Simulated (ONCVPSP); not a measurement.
u(r) = r·R(r): atom against pseudo-atom (Br)

Columns: radius, all-electron u(r) and pseudo u(r) of the 3p shell (level -173.13 eV) of bromine in the configuration [Ne] 3s2 3p6 3d10 4s1 4p6; PBE, non-relativistic, ONCV scheme, ONCVPSP 4.0.1.

```csv
r (bohr),all-electron,pseudo
0.050,-0.4937,0.0414
0.100,-0.7741,0.1599
0.150,-0.5610,0.3399
0.200,-0.0964,0.5584
0.250,0.4067,0.7892
0.300,0.8328,1.0063
0.350,1.1424,1.1885
0.400,1.3332,1.3205
0.450,1.4246,1.3964
0.500,1.4385,1.4164
0.550,1.3980,1.3878
0.600,1.3216,1.3212
0.650,1.2238,1.2283
0.700,1.1154,1.1207
0.750,1.0040,1.0080
0.800,0.8947,0.8968
0.850,0.7908,0.7916
0.900,0.6943,0.6944
0.950,0.6061,0.6061
1.000,0.5266,0.5266
1.050,0.4557,0.4557
1.100,0.3930,0.3930
1.150,0.3380,0.3380
1.200,0.2899,0.2899
1.250,0.2482,0.2482
1.300,0.2121,0.2121
```

Question: How many radial nodes do the two functions have?

Answer: The all-electron 3p function has n − l − 1 = 1; the pseudo-wave has 0, since the states of the same l below it are removed with the core.

Question: At about which radius was the pseudo-wave matched?

Answer: 1.00 bohr. The columns agree to 0.0005 from 0.90 bohr on; several derivatives are matched, so the curves merge somewhat inside the radius.

Question: Where does each function peak?

Answer: Outermost all-electron maximum near 0.50 bohr, pseudo maximum near 0.50 bohr (to the table’s step).

Question: Is the pseudo-wave norm-conserving?

Answer: Yes: the ONCV scheme keeps the norm inside the radius equal to the all-electron one, which fixes the energy derivative of the logarithmic derivative at the level.
